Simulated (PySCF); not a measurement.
# Radial density of W (tungsten, neutral)

UHF, [Xe] 4f14 5d4 6s2, high-spin 5D determinant. Computed with PySCF 2.14 in aug-cc-pVDZ-PP with ECP60MDF (5s5p4d2f, 54 functions), with scalar relativity through the core potential. This is the valence pseudo-density: the core potential removes the inner electrons and smooths the orbitals near the nucleus.

| r (bohr) | 4πr²ρ (e/bohr) | 4πr²(ρα − ρβ) |
| --- | --- | --- |
| 0.136 | 3.149e-05 | 0.0000 |
| 0.229 | 0.0001937 | 0.0000 |
| 0.386 | 0.03277 | 0.0020 |
| 0.649 | 2.805 | 0.1342 |
| 1.09 | 10.78 | 1.6439 |
| 1.84 | 4.427 | 2.2066 |
| 3.09 | 1.290 | 0.5895 |
| 5.20 | 0.2096 | -0.0092 |
| 8.74 | 0.007065 | -0.0045 |
| 14.7 | 3.119e-05 | 0.0000 |

Energies and moments cover only the electrons outside the core potential. Spin-orbit coupling, absent here, splits the open shell strongly.

**Question.** Where is the radial spin density 4πr²(ρα − ρβ) most negative, and why is it negative at all?

**Answer.** Around r = 5.20 bohr, down to -0.0092 e/bohr: exchange with the open shell polarises the paired shells in an unrestricted calculation.
